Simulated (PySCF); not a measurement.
C2H8F2Si2, SMILES FC(F)C([SiH3])[SiH3]. Geometry optimised at B3LYP-D3(BJ)/def2-SVP. The structure was generated by enumeration, and PubChem lists no compound with its InChIKey, so it may never have been made. One conformer was computed; it need not be the lowest.

Computed equilibrium geometry at B3LYP-D3(BJ)/def2-SVP (PySCF confirms it by a frequency run) as Cartesian coordinates in Å (one conformer of several):
```xyz
14

F      0.7251     1.1550     1.2659
C      0.5013     1.2108    -0.0817
F     -0.4965     2.1251    -0.2796
C      0.1018    -0.1539    -0.6012
Si    -1.7071    -0.5952    -0.1678
Si     1.3069    -1.5125    -0.0243
H      1.4142     1.6139    -0.5543
H      0.1608    -0.1287    -1.7036
H     -1.9693    -0.3197     1.2696
H     -1.8852    -2.0546    -0.4237
H     -2.6664     0.1587    -1.0199
H      0.9922    -1.9471     1.3635
H      2.7073    -1.0004    -0.0773
H      1.1732    -2.6763    -0.9444
```
Charge 0, spin multiplicity 1.
